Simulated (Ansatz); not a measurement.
`[OH][GeH2][NH]CF`, relaxed with RKS PBE0-D4/def2-TZVP in Ansatz 0.2.0 from a PBE-D4/def2-SVP geometry. The force threshold is 0.005 eV/Å; the program also tests the step.

Charge 0, multiplicity 1.

Start:

```xyz
11

O     0.650   -1.542    1.420
Ge    1.137   -0.779   -0.134
N    -0.346    0.042   -0.929
C    -0.900    1.131   -0.227
F    -1.312    0.794    1.105
H    -0.007   -0.942    1.831
H     2.154    0.374    0.079
H     1.629   -1.925   -1.043
H    -1.056   -0.622   -1.259
H    -1.803    1.530   -0.737
H    -0.147    1.940   -0.107
```

```tsv
step	energy (eV)	largest force (eV/Å)	largest move (Å)
1	-63896.1621	0.681	0.000
2	-63896.2073	0.287	0.044
3	-63896.2173	0.067	0.050
4	-63896.2202	0.075	0.061
5	-63896.2215	0.057	0.072
6	-63896.2219	0.015	0.015
7	-63896.2220	0.019	0.012
8 (rejected)	-63896.2220	0.055	0.012
9	-63896.2221	0.003	0.006
10	-63896.2221	0.005	0.008
```

End:

```xyz
11

O     0.697   -1.650    1.371
Ge    1.104   -0.775   -0.120
N    -0.386    0.013   -0.872
C    -0.903    1.169   -0.275
F    -1.363    0.943    1.045
H     0.139   -1.114    1.942
H     2.064    0.391    0.167
H     1.645   -1.845   -1.068
H    -1.103   -0.627   -1.183
H    -1.762    1.558   -0.825
H    -0.131    1.937   -0.182
```

Hardware: 4 threads of a server CPU on a shared host. Wall time 44 s, peak host memory 0.59 GiB.
